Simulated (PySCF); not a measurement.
Job file and geometry (Å, from GFN2-xTB) of an NMR shielding run on `CC[Si@@H]1C[Si@H](C#N)C=C1F`, C6H10FNSi2, PySCF 2.14.0, density-fitted response routines, GIAO PBE0/pcSseg-1 NMR shielding, non-relativistic, gas phase; density fitting, a coarse starting grid and PySCF grid level 2 are the driver's defaults:

```
$ OMP_NUM_THREADS=1 python probes_run.py task.json out

{"job": {"kind": "nmr", "xc": "PBE0", "basis": "pcSseg-1"}, "charge": 0, "multiplicity": 1}
C     -1.852339    -1.125072    -0.080848
C     -1.980883     0.257078    -0.717800
Si    -0.411160     1.316690    -0.522841
C      1.151134     0.474161    -1.236285
Si     2.130339    -0.205712     0.252624
C      1.872492    -2.058925     0.327510
N      1.709873    -3.192721     0.349078
C      1.215892     0.617632     1.668037
C      0.132665     1.297388     1.301592
F     -0.613534     1.954276     2.223669
H     -1.673928    -1.039992     0.988627
H     -1.027045    -1.685142    -0.515347
H     -2.765236    -1.699733    -0.226042
H     -2.217488     0.144744    -1.776787
H     -2.826850     0.778464    -0.267034
H     -0.610629     2.692218    -0.995865
H      0.903352    -0.304135    -1.954147
H      1.754454     1.199820    -1.776326
H      3.579000     0.020136     0.253032
H      1.524744     0.569503     2.702119
```

**Question.** Write the output of this run.

**Answer.** 
```
coarse grid: 18112 points
cycle   1  E = -967.3221246470  dE =  1.054e+00  |g| = 6.899e-01  |ddm| = 4.190e+00
cycle   2  E = -967.1946552394  dE =  1.275e-01  |g| = 1.041e+00  |ddm| = 1.191e+00
cycle   3  E = -967.4153498490  dE = -2.207e-01  |g| = 2.616e-01  |ddm| = 7.526e-01
cycle   4  E = -967.4292563803  dE = -1.391e-02  |g| = 6.707e-02  |ddm| = 1.767e-01
cycle   5  E = -967.4301372867  dE = -8.809e-04  |g| = 2.278e-02  |ddm| = 5.738e-02
cycle   6  E = -967.4302540685  dE = -1.168e-04  |g| = 5.868e-03  |ddm| = 2.240e-02
cycle   7  E = -967.4302618676  dE = -7.799e-06  |g| = 1.884e-03  |ddm| = 6.515e-03
final grid: 167416 points
cycle   8  E = -967.4950658489  dE = -3.910e-05  |g| = 9.093e-03  |ddm| = 3.331e-02
cycle   9  E = -967.4950503452  dE =  1.550e-05  |g| = 1.211e-02  |ddm| = 1.734e-02
cycle  10  E = -967.4950865536  dE = -3.621e-05  |g| = 1.490e-03  |ddm| = 1.020e-02
cycle  11  E = -967.4950869859  dE = -4.323e-07  |g| = 5.884e-04  |ddm| = 1.349e-03
cycle  12  E = -967.4950870529  dE = -6.694e-08  |g| = 2.519e-04  |ddm| = 4.953e-04
cycle  13  E = -967.4950870650  dE = -1.215e-08  |g| = 5.913e-05  |ddm| = 1.687e-04
cycle  14  E = -967.4950870657  dE = -7.242e-10  |g| = 2.483e-05  |ddm| = 6.403e-05
converged SCF energy = -967.4950870657

GIAO shielding tensors (ppm)
atom      isotropic    diamagn.    paramagn.     s11        s22        s33       span
  0 C      177.481     250.642     -73.161    172.716    173.715    186.012     13.296
  1 C      178.891     254.160     -75.269    174.778    179.088    182.806      8.028
  2 Si     361.790     882.184    -520.394    327.137    364.041    394.191     67.054
  3 C      197.221     260.837     -63.616    190.410    196.496    204.757     14.347
  4 Si     390.054     880.259    -490.205    342.214    396.347    431.600     89.386
  5 C       60.606     263.799    -203.193    -55.427    -51.178    288.423    343.849
  6 N      -94.243     338.211    -432.455   -287.021   -282.947    287.237    574.258
  7 C       65.818     263.065    -197.247    -42.322     77.571    162.206    204.528
  8 C      -10.821     259.537    -270.358   -119.938     32.700     54.774    174.712
  9 F      228.276     475.286    -247.010     55.249    213.430    416.149    360.900
 10 H       30.591      33.816      -3.225     26.380     29.782     35.610      9.230
 11 H       30.525      35.119      -4.595     25.346     30.002     36.226     10.881
 12 H       30.218      30.192       0.026     24.724     27.546     38.385     13.662
 13 H       30.854      31.501      -0.647     26.637     28.140     37.785     11.148
 14 H       30.635      31.009      -0.373     26.016     27.922     37.969     11.953
 15 H       26.775      29.299      -2.525     23.337     24.204     32.782      9.446
 16 H       31.579      33.876      -2.297     27.372     28.505     38.861     11.489
 17 H       31.477      30.439       1.038     26.002     27.798     40.633     14.631
 18 H       26.605      26.587       0.018     23.068     24.035     32.712      9.644
 19 H       25.698      30.053      -4.355     23.930     24.869     28.295      4.365
```

**Question.** Turn these shieldings into chemical shifts. Shifts are taken against calculated references (same method and geometry level): TMS for 13C (186.93 ppm), 29Si (349.16 ppm), 1H (31.72 ppm); 15N (267.73 ppm) vs NH3; CFCl3 for 19F (170.95 ppm).

**Answer.** Averaging equivalent atoms: C 8: 197.7; C 5: 126.3; C 7: 121.1; C 0: 9.4; C 1: 8.0; C 3: -10.3; Si 2: -12.6; Si 4: -40.9; N 6: 362.0; F 9: -57.3; H 19: 6.02; H 18: 5.11; H 15: 4.94; H 10/11/12: 1.27; H 14: 1.08; H 13: 0.86; H 17: 0.24; H 16: 0.14 ppm. Unscaled 19F shifts against computed CFCl3 carry errors that often reach 10 to 50 ppm. Experimental scales use liquid or dissolved standards, which lie at an offset from isolated NH3 (liquid NH3: subtract about 20 ppm). Unscaled 15N shifts of sp2 nitrogen come out 20 to 40 ppm too high even then.

Size and cost of the density-fitted run: 234 basis functions, 100 s wall time on 1 thread of an Arm Neoverse N1, shared host; peak memory 1.1 GiB.
